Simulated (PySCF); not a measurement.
# From computed data to an observable: entropy of an ideal gas

OsO4, SMILES [Os](=[O])(=[O])(=[O])=[O], multiplicity 1.

Coordinates come from a B3LYP-D3(BJ)/def2-SVP optimisation. The spin state was assumed, not searched. The isomer is the one that the SMILES or the coordinates give; other isomers of the formula were not compared. The def2 effective core potentials stand for the cores of Os; spin–orbit coupling is left out.

B3LYP-D3(BJ)/def2-SVP in PySCF gives the harmonic wavenumbers 335, 335, 335, 339, 339, 994, 994, 994, 1012 cm⁻¹ and the rotational temperatures 0.1953, 0.1953, 0.1953 K. The molar mass is 254.23 g/mol, the symmetry number 12, the spin multiplicity 1.

Work out the entropy at 298.15 K and 1 atm in the rigid-rotor, harmonic-oscillator model.


Translation (Sackur–Tetrode at 1 atm): S = R[1.5 ln M + 2.5 ln T − 1.16487] = 177.8 J/(mol K).
Rotation: q = (√π/σ) T^1.5/√(θA θB θC) = 8810, S = R[ln q + 3/2] = 88.0 J/(mol K).
Vibration: with u = 1.4388 ν/T, each mode gives R[u/(e^u − 1) − ln(1 − e^−u)]:
```tsv
ν (cm⁻¹)	modes	u	S (J/(mol K))
335	3	1.62	15.51
339	2	1.64	10.18
994	3	4.80	1.20
1012	1	4.88	0.37
```
These are all the modes. Sum 27.3 J/(mol K).
Spin: R ln 1 = 0.0 J/(mol K).
Total 293.1 J/(mol K); the program's own thermochemistry gives 293.1. Translation makes up 61 % and vibration 9 %. Anharmonicity, hindered rotation and orbital degeneracy are left out.
